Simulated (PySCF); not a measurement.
# Does the structure fit the spectrum?

A compound C8H12O2 gives the data below (simulated from a calculation) and was assigned the structure `CC1=C[C@@H](C(=O)O)CCC1`.

¹³C{¹H} NMR (computed): δ 181.6 (C), 156.4 (C), 114.8 (CH2), 47.8 (CH), 41.0 (CH2), 39.1 (CH2), 34.9 (CH2), 32.4 (CH2).

¹H NMR (500 MHz, computed): δ 6.01 (br s, 1H), 5.08 (m, 1H), 5.07 (m, 1H), 2.57 (m, 1H), 2.37 (m, 1H), 2.31 (m, 1H), 2.30 (m, 1H), 2.09 (m, 1H), 2.05 (m, 1H), 1.96 (m, 1H), 1.52 (m, 1H), 1.38 (m, 1H).

[PySCF 2.14: geometry from GFN2-xTB; shieldings: GIAO PBE0/pcSseg-1; no relativistic terms; single conformer; isolated molecule]

Shifts are taken against calculated references (same method and geometry level): TMS for ¹H (σ = 31.72 ppm), ¹³C (σ = 186.93 ppm).

Problem. Compare with the shifts computed for the proposed structure, pairing carbons in order of shift.

Solution. Numbering as in the mapped SMILES `[CH3:1][C:2]1=[CH:3][C@@H:4]([C:5](=[O:6])[OH:7])[CH2:8][CH2:9][CH2:10]1`. Hydrogens are named by the atom that carries them.

```csv
atom,computed for proposal,given list,difference
C5,179.1,181.6,-2.5
C2,147.9,156.4,-8.5
C3,125.1,114.8,+10.3
C4,42.1,47.8,-5.7
C10,33.4,41.0,-7.6
C1,27.8,39.1,-11.3
C8,27.5,34.9,-7.4
C9,22.7,32.4,-9.7
```

The rms difference is 8.3 ppm and the largest -11.3 ppm at C1 (allylic methyl carbon). The carbon types in order of shift don't match either: C, C, CH, CH, CH2, CH3, CH2, CH2 for the proposal against C, C, CH2, CH, CH2, CH2, CH2, CH2 in the data. The proposal doesn't fit.

Problem. Which isomer fits?

Solution. `C=C1CCC[C@H](C(=O)O)C1`.

Carbon types of the structure: 2 × C, 1 × CH, 5 × CH2, leaving 1 H on heteroatoms. δC 181.6: carboxylic acid carbon; lone-pair donation from the attached heteroatom keeps it upfield of a ketone carbonyl. δC 156.4: fully substituted alkene carbon; an sp2 carbon of a C=C bond. δC 114.8: terminal =CH2 carbon; the olefinic region. δH 2.57, 2.31, 2.30, 2.09: hydrogen on an allylic sp3 CH2; allylic position.

Other isomers checked: COC(=O)[C@@H]1CC=CCC1 (rms 11.0 ppm); CC(=O)OC=C1CC(C)C1 (rms 12.0 ppm).

This is the structure that produced the data.

The OH or NH signal is concentration- and solvent-dependent in practice; the value given is the gas-phase one. Shifts are as computed. Against solution values, carbons near 30 ppm lie about +3 ppm off and those near 130 ppm about +5 ppm. Of 1211 compounds with measured shifts, 218 miss one by over three times the rms of a fit or turn the order of signals round; such compounds aren't used in these exercises. Hydrogen bonding in solution deshields acid and N–H amide carbonyl carbons by as much as 10 ppm beyond these values. No couplings were computed; multiplicities are counted from neighbouring protons, with m where these are inequivalent, close in shift, in a saturated or five-membered ring or joined by F or P, and br s for small geminal =CH2 splittings.
